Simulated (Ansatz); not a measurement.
`C=[CH][In]([F])[Cl]` + H₂ → `C=[CH][InH][Cl]` + H–F  (hydrogenolysis of the In–F bond)

Gas-phase electronic energies from Ansatz, PBE0-D4/def2-TZVP geometries. CCSD(T)/CBS is the MP2 limit (def2-TZVPP, def2-QZVPP) plus CCSD(T) − MP2 in def2-TZVPP, frozen cores. This one scheme is used for every species. DFT in def2-TZVPP. Elements past krypton have def2 core potentials. For In outer-core shells are correlated without core-valence functions, which leaves a few kJ/mol of doubt a bond. Each species was taken in one conformer, which may not be the lowest.

`C=[CH][In]([F])[Cl]`:

Cartesian coordinates in Å:
```
C -1.017 0.616 0.983
C 0.237 0.581 0.544
In 0.773 -0.722 -1.017
F -0.642 -1.841 -1.755
Cl 2.772 -1.132 -2.096
H -1.314 1.283 1.789
H -1.801 -0.009 0.568
H 0.993 1.223 0.986
```

H₂:

Cartesian coordinates in Å:
```
H -0.156 0.312 -0.133
H 0.156 -0.312 0.133
```

`C=[CH][InH][Cl]`:

Cartesian coordinates in Å:
```
C 0.800 -0.491 -1.091
C -0.451 -0.281 -0.692
In -0.828 0.545 1.217
Cl 1.234 0.938 2.287
H 1.654 -0.251 -0.463
H 1.027 -0.914 -2.068
H -1.270 -0.539 -1.359
H -2.166 0.994 2.170
```

H–F:

Cartesian coordinates in Å:
```
F 0.351 -0.150 -0.256
H -0.351 0.150 0.256
```

```json
{"level": "BHLYP", "ΔE (kJ/mol)": "37.0"}
{"level": "CCSD/CBS(def2)", "ΔE (kJ/mol)": "35.3"}
```

Question: What does CCSD(T)/CBS give? (Best estimate.)

Answer: Computed: +38.6 kJ/mol. The listed levels differ from it by -1.6, -3.3 kJ/mol.

Largest T1 diagnostic among the species: 0.014.

At CCSD(T), def2-SVP lies +5.2 kJ/mol from the extrapolated value and def2-TZVPP −4.6 kJ/mol. From PBE to PBE0 (25 % exact exchange), in def2-TZVPP and without D4, ΔE moves by −10.1 kJ/mol.
